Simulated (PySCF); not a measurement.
Computed shifts of a molecule CH11ClSi4, PBE/pcSseg-1 run with PySCF, GIAO, gas phase, atoms alike by connectivity averaged where their shifts nearly agree, in ppm (number of nuclei): ²⁹Si: -3.9 (1), -79.2 (1), -104.7 (1), -109.1 (1). ¹³C: -1.8 (1). ¹H: 5.83 (1), 5.56 (1), 4.63 (1), 3.98 (6), 0.99 (1), 0.09 (1). References: ²⁹Si against TMS (σ = 335.4 ppm); ¹³C against TMS (σ = 182.0 ppm); ³⁵Cl against HCl (σ = 936.5 ppm); ¹H against TMS (σ = 31.49 ppm), references at their B3LYP-D3(BJ)/def2-TZVP geometries, non-relativistic (without spin–orbit terms, shifts of atoms bonded to Cl or Br come out too high). Geometry optimised at PBE0-D3(BJ)/def2-SVP. Other conformers were not sampled.

**Question.** Which molecule gave these data?
(A) [SiH3]C([SiH3])[SiH2][SiH2]Cl
(B) [SiH3][SiH]([SiH3])C[SiH2]Cl
(C) [SiH3]C[SiH2][Si@@H]([SiH3])Cl
(D) [SiH3]C([SiH3])[Si@@H]([SiH3])Cl

**Answer.** B, [SiH3][SiH]([SiH3])C[SiH2]Cl
